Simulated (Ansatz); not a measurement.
Input for Ansatz (a program for electronic structure): SC-NEVPT2 on CASSCF(2,2)/def2-TZVPP on GeH4Si (SMILES [SiH3][GeH]), a point of a bond scan (R = 4.020 Å).

Ansatz 0.2 input:
```yaml
crystal:
  periodic: [false, false, false]
  atoms:
    - {symbol: Ge, position_ang: [0.02685858, 0.67888508, 0.55005831]}
    - {symbol: H, position_ang: [-0.44427669, 1.55316857, -0.70383312]}
    - {symbol: Si, position_ang: [-0.02124929, -1.29644312, -0.93386225]}
    - {symbol: H, position_ang: [2.48858561, -0.73281869, -4.02255876]}
    - {symbol: H, position_ang: [-1.39240712, -1.47710314, -1.48487088]}
    - {symbol: H, position_ang: [0.36638007, -2.56249089, -0.26126659]}
basis:
  gaussian:
    orbitals: def2-TZVPP
    pivot_positions_ang: [[0.02685858, 0.67888508, 0.55005831], [-0.44427669, 1.55316857, -0.70383312], [-0.02124929, -1.29644312, -0.93386225], [2.48858561, -0.73281869, -4.02255876], [-1.39240712, -1.47710314, -1.48487088], [0.36638007, -2.56249089, -0.26126659]]
magnetization: {spin_polarized: false}
correlation: {method: sc_nevpt2, electrons: outside_noble_gas, active_space: {window: {electrons: 2, orbitals: 2}}}
output: {orbitals: {seedname: ./end}}
```

Q: Give the final energy of this run.

A: -2366.6818 hartree.

Q: How many basis functions does it have, and what does it roughly cost on one machine?

A: 146 functions; roughly 19 core-seconds.
